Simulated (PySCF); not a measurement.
## Atomic charges by several schemes

C6H10OSSi.
Structure used (GFN2-xTB), in Å, numbered top down from 1:
```xyz
19
C6H10OSSi angstrom
C     -1.8771    1.5490    2.1639
C     -1.2637    1.5477    1.1300
Si    -0.3226    1.5762   -0.4706
C      0.2407   -0.2102   -0.7596
C     -0.4628   -1.3340   -0.7396
C     -1.9060   -1.4614   -0.3922
S      1.9773   -0.3551   -1.2664
C      2.6239   -0.3646    0.4685
O      2.3271    0.9600   -1.8162
H     -2.4137    1.5484    3.0695
H      0.8052    2.4810   -0.2728
H     -1.2021    1.9775   -1.5742
H      0.0303   -2.2701   -0.9885
H     -2.0274   -2.1574    0.4375
H     -2.4544   -1.8663   -1.2427
H     -2.3322   -0.5018   -0.1146
H      2.2758   -1.2708    0.9506
H      2.2639    0.5144    0.9911
H      3.7081   -0.3531    0.4189
```

Density: PBE0/pcSseg-1 (PySCF); schemes: Mulliken, IAO, Hirshfeld and ESP-fitted. Isolated species at its GFN2-xTB geometry (one conformer only).

Tabulate the Mulliken, IAO, Hirshfeld and ESP-fitted charges.

In e:

```csv
atom,environment,Mulliken,IAO,Hirshfeld,ESP-fitted
C1,terminal alkyne carbon,-0.206,-0.197,-0.087,-0.318
C2,alkyne carbon,-0.192,-0.328,-0.153,-0.210
Si3,SiH2 silicon,+0.765,+0.750,+0.347,+0.509
C4,fully substituted alkene carbon,-0.650,-0.462,-0.125,-0.244
C5,alkene CH carbon,-0.096,-0.095,-0.022,+0.115
C6,allylic carbon,-0.223,-0.425,-0.112,-0.345
S7,sulfinyl sulfur,+0.653,+1.111,+0.332,+0.268
C8,S-methyl carbon,-0.387,-0.573,-0.134,-0.434
O9,sulfinyl oxygen,-0.621,-0.907,-0.358,-0.423
H10,alkyne hydrogen,+0.062,+0.202,+0.097,+0.291
H11,Si–H hydrogen,-0.031,-0.079,-0.060,-0.051
H12,Si–H hydrogen,-0.047,-0.102,-0.063,-0.073
H13,vinylic hydrogen,+0.105,+0.143,+0.043,+0.064
H14,methyl hydrogen,+0.134,+0.160,+0.054,+0.127
H15,methyl hydrogen,+0.136,+0.160,+0.054,+0.111
H16,methyl hydrogen,+0.143,+0.156,+0.040,+0.114
H17,methyl hydrogen,+0.136,+0.160,+0.045,+0.135
H18,methyl hydrogen,+0.165,+0.161,+0.050,+0.165
H19,methyl hydrogen,+0.155,+0.166,+0.052,+0.198
```

Mean size of the charges over all atoms: IAO 0.334 e, Mulliken 0.258 e, ESP-fitted 0.221 e, Hirshfeld 0.117 e. Each set sums to the total charge, 0, to within 0.001 e. The Hirshfeld scheme divides the density at each point in proportion to the densities of the neutral, spherically averaged free atoms.

Lowest charge. The schemes don't all agree: Mulliken C4 (-0.650); IAO O9 (-0.907); Hirshfeld O9 (-0.358); ESP-fitted C8 (-0.434).

Highest charge. The schemes don't all agree: Mulliken Si3 (+0.765); IAO S7 (+1.111); Hirshfeld Si3 (+0.347); ESP-fitted Si3 (+0.509).

Sum the charges by element, for elements with more than one atom.

```json
{"element": "C", "atoms": "6", "Mulliken": "-1.754", "IAO": "-2.080", "Hirshfeld": "-0.633", "ESP-fitted": "-1.435"}
{"element": "H", "atoms": "10", "Mulliken": "+0.958", "IAO": "+1.127", "Hirshfeld": "+0.312", "ESP-fitted": "+1.080"}
```

How closely do the schemes follow one another over all atoms?

Correlation coefficient and root-mean-square difference: IAO with Hirshfeld 0.97, 0.292 e; Mulliken with IAO 0.95, 0.154 e; Mulliken with Hirshfeld 0.94, 0.203 e; Hirshfeld with ESP-fitted 0.89, 0.138 e; IAO with ESP-fitted 0.88, 0.248 e; Mulliken with ESP-fitted 0.88, 0.170 e.

How many electrons does the IAO scheme count on Si3?

Z − q = 14 − (+0.750) = 13.250.
